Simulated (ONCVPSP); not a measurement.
## Before and after: ONCV potential for rubidium (Rb)

Rb, optimised norm-conserving Vanderbilt (ONCV), made with ONCVPSP 4.0.1 (PBEsol, scalar-relativistic). Core [Ar] 3d10, reference 4s2 4p6 4d1. Waves: 4s: rc 2.10 bohr, ncon 3, nbas 7, qcut 7.4 1/bohr, 2 projectors, debl 2.6 Ha; 4p: rc 2.50 bohr, ncon 4, nbas 7, qcut 4.7 1/bohr, 1 projector; 4d: rc 4.00 bohr, ncon 5, nbas 8, qcut 2.5 1/bohr, 2 projectors, debl 1.7 Ha. Local part: polynomial inside 2.00 bohr (lpopt 5, dvloc0 1 Ha). Core correction: none.

All-electron outer shells of the reference configuration (PBEsol, scalar-relativistic, ld1.x):

```csv
shell,level (eV),outermost node (bohr),outermost maximum (bohr)
4s,-33.21,0.62,1.25
4p,-17.28,0.64,1.42
4d,-0.63,0.70,7.31
```

Change: s: qcut 5.7; p: qcut 3.6; d: qcut 1.9.

Cutoffs: the cutoffs (Ha) at which the residual kinetic energy of the hardest occupied pseudo-wave falls to 1 and 0.1 mHa per electron; they do not see the model core or the augmentation charge, which bear on the density cutoff. Errors are all-electron minus pseudo energies relative to the spin-unpolarised reference configuration.

Problem. What does the change do?

Solution. The potential gets softer (15 Ha and 19 Ha → 10 Ha and 15 Ha); a bound ghost appears in d, which as a rule spoils a file; of the 3 tests that both files solve, the error grows in 3 and shrinks in 0 by more than 15 % and 0.3 meV (median size 1.2 → 2.4 meV).

```tsv
quantity	base	changed
cutoff, loose	15 Ha	10 Ha
cutoff, tight	19 Ha	15 Ha
loose cutoff by channel	s 15 Ha, p 6.9 Ha, d 3.4 Ha	s 10 Ha, p 6.3 Ha, d 7.4 Ha
bound ghosts	none	d
GHOST(+) flags under 300 eV	none	none
tests with a reliable result	3 of 4	3 of 4
error for 4s2 4p6 4d0 5s1, meV [ΔE -2.21 eV]	+0.5	+1.6
error for 4s2 4p6 4d0, meV [ΔE 1.86 eV]	+2.5	+3.7
error for 4s2 4p6 4d0 5s0.5, meV [ΔE -0.65 eV]	+1.2	+2.4
s: phases at 2.13 bohr within 0.05 rad from the reference energy up to (Ha; the scan ends near 5)	to the end of the scan	to the end of the scan
p: phases at 2.54 bohr within 0.05 rad from the reference energy up to (Ha; the scan ends near 5)	0.5	0.6
d: phases at 4.05 bohr within 0.05 rad from the reference energy up to (Ha; the scan ends near 5)	0.3	0.2
```

 A true bound ghost makes a file unfit for plane-wave use even where its test errors are small: the radial tests pick states by their node count and pass the ghost by.
